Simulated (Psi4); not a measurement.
rhenium atom (Re), sextet (core potentials on Re). Base run: TPSS/def2-TZVP (Psi4).

Psi4 was given this input:
```
memory 2 GB

molecule mol {
0 6
  Re    0.000000    0.000000    0.000000
}

set basis def2-tzvp
set reference uks

energy('tpss')
print_variables()
```

Each row names what was changed in the base input (with any setting that the change needs).

```json
[
 {"change": "base", "basis functions": "40", "E (Eh)": "-78.16430"},
 {"change": "basis = def2-SV(P)", "basis functions": "25", "E (Eh)": "-78.16004"},
 {"change": "basis = def2-SVP", "basis functions": "32", "E (Eh)": "-78.16004"},
 {"change": "basis = def2-SVPD", "basis functions": "35", "E (Eh)": "-78.16011"},
 {"change": "basis = def2-TZVPD", "basis functions": "43", "E (Eh)": "-78.16434"},
 {"change": "basis = def2-TZVPP", "basis functions": "56", "E (Eh)": "-78.16430"},
 {"change": "basis = def2-QZVP", "basis functions": "72", "E (Eh)": "-78.16507"},
 {"change": "basis = def2-QZVPP", "basis functions": "88", "E (Eh)": "-78.16507"}
]
```

Totals compare only among sets that treat the same electrons; sets with core potentials leave the core out.

Open shells are given as the SCF converged; they aren't shown to be the lowest states, and a large step between rows can be another state.
